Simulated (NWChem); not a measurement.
MoNHOClF; SMILES [Mo]([Cl])([F])(=[O])=[NH]

All runs: NWChem. Medium grid unless said otherwise, to which SCAN and Minnesota functionals are sensitive. The geometry was optimised at PBE0/def2-SVP. def2 effective core potentials on Mo; no spin-orbit coupling. B3LYP is NWChem's, with the RPA form of VWN correlation.

For level r2SCAN0/def2-SVP:

```
Item                         Value
---------------------------  -----
highest occupied level (eV)  -9.22
orbital gap (eV)              6.25
dipole (D)                    2.01
```

### Question
What are these values for level B3LYP/def2-SVP?

### Answer
| Quantity | Value |
|---|---|
| highest occupied level (eV) | -8.61 |
| orbital gap (eV) | 5.54 |
| dipole (D) | 1.90 |
